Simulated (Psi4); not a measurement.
C₄H₁₄BNSi, singlet, at a GFN2-xTB geometry, atoms displaced at random by about 0.08 Å a coordinate; Psi4 with R2SCAN/STO-3G, gradient.

Input for Psi4:
```
memory 2 GB

molecule {
0 1
Si    0.97008649    1.11536553   -0.27919047
C     2.86312922    0.36320819   -0.34972277
N     0.00567645   -0.30723494   -0.16746518
C     0.61811861   -1.79200963   -0.03409107
B    -1.48186826   -0.12491431    0.20945729
C    -2.23237334   -1.52660185    0.45752490
C    -1.89465835    1.25681340    0.30685623
H     0.85607690    1.68848728   -1.70815444
H     0.89976599    1.79143651    0.65292180
H     3.65245474    1.25450701   -0.36808526
H     3.17179805   -0.10509124    0.70454516
H     3.02395517   -0.28686176   -1.27856499
H     1.46469239   -1.62642358   -0.45477625
H     0.58860969   -2.03369958    0.95570013
H    -0.08945213   -2.43233185   -0.55834814
H    -2.37864199   -2.17220787   -0.30844822
H    -3.35643120   -1.26897907    0.83112823
H    -2.09886317   -2.06530300    1.28685400
H    -1.55684623    1.92195792   -0.60444243
H    -3.18635872    1.19719318    0.19968284
H    -1.76126114    1.94196852    1.14239766
symmetry c1
no_reorient
no_com
}

set {
  basis sto-3g
}

gradient('r2scan')
print_variables()
```

Task: What does Psi4 print? Leave out banner, timings and long lists.

Result: 
```
gradient() will perform analytic gradient computation.

   => Loading Basis Set <=

    Name: STO-3G
    Role: ORBITAL
    Keyword: BASIS

         ---------------------------------------------------------
                                   SCF
               by Justin Turney, Rob Parrish, Andy Simmonett
                          and Daniel G. A. Smith
                              RKS Reference
         ---------------------------------------------------------

  ==> Geometry <==

    Molecular point group: c1
    Full point group: C1

    Geometry (in Angstrom), charge = 0, multiplicity = 1:

       Center              X                  Y                   Z               Mass
    ------------   -----------------  -----------------  -----------------  -----------------
         SI           0.970086490000     1.115365530000    -0.279190470000    27.976926534650
         C            2.863129220000     0.363208190000    -0.349722770000    12.000000000000
         N            0.005676450000    -0.307234940000    -0.167465180000    14.003074004430
         C            0.618118610000    -1.792009630000    -0.034091070000    12.000000000000
         B           -1.481868260000    -0.124914310000     0.209457290000    11.009305360000
         C           -2.232373340000    -1.526601850000     0.457524900000    12.000000000000
         C           -1.894658350000     1.256813400000     0.306856230000    12.000000000000
         H            0.856076900000     1.688487280000    -1.708154440000     1.007825032230
         H            0.899765990000     1.791436510000     0.652921800000     1.007825032230
         H            3.652454740000     1.254507010000    -0.368085260000     1.007825032230
         H            3.171798050000    -0.105091240000     0.704545160000     1.007825032230
         H            3.023955170000    -0.286861760000    -1.278564990000     1.007825032230
         H            1.464692390000    -1.626423580000    -0.454776250000     1.007825032230
         H            0.588609690000    -2.033699580000     0.955700130000     1.007825032230
         H           -0.089452130000    -2.432331850000    -0.558348140000     1.007825032230
         H           -2.378641990000    -2.172207870000    -0.308448220000     1.007825032230
         H           -3.356431200000    -1.268979070000     0.831128230000     1.007825032230
         H           -2.098863170000    -2.065303000000     1.286854000000     1.007825032230
[...]
  @DF-RKS Final Energy:  -523.39318134185294
    Total Energy =                       -523.3931813418529373
[...]

    XC_MGGA_C_R2SCAN:  1.00E-15
    XC_MGGA_X_R2SCAN:  1.00E-11

   => Molecular Quadrature <=

    Radial Scheme          =       TREUTLER
    Pruning Scheme         =           NONE
    Nuclear Scheme         =       TREUTLER

    Blocking Scheme        =         OCTREE
    BS radius alpha        =              1
    Pruning alpha          =              1
    Radial Points          =             75
    Spherical Points       =            302
    Total Points           =         440108
    Total Blocks           =           3224
    Max Points             =            256
    Max Functions          =             50
    Weights Tolerance      =       1.00E-15

  -Total Gradient:
     Atom            X                  Y                   Z
    ------   -----------------  -----------------  -----------------
       1       -0.111262203107     0.176733127787     0.264933897040
       2       -0.016559906151    -0.046044372401    -0.040863929937
       3        0.102513177548     0.050531635797    -0.034616128389
       4        0.168658496689    -0.074891932047     0.014520833761
       5       -0.141811244143     0.123497918492     0.013498938503
       6        0.113009694019    -0.135053315173    -0.025268588914
       7        0.140078795388    -0.106804285184     0.056955069349
       8        0.005717865998     0.001830125452    -0.040205340691
       9        0.023410010313    -0.169396360689    -0.212686499456
      10        0.039613203183     0.037039503215     0.011667947862
      11        0.020808248852    -0.004201127410     0.058120318055
      12        0.000673984554    -0.012959188426    -0.034540303848
      13       -0.148374711498     0.001940643176     0.063868994458
      14       -0.011673579397     0.020951906261    -0.075604778432
      15       -0.005576408705     0.008259823756     0.009879050914
      16        0.002794117631     0.047496275518     0.069955703625
      17       -0.045687846333     0.002235477392     0.037381602605
      18       -0.054970079500     0.055743979957    -0.082491600340
      19        0.013988620383     0.029312773740    -0.031052280431
      20       -0.086706041404    -0.014102235214    -0.005350440567
      21       -0.007852834328     0.007523554920    -0.017421149772

  Variable Map:
  ----------------------------------------------------------------------------
[...]
  Array Variable Map:
  ----------------------------------------------------------------------------
[...]
[...]
```
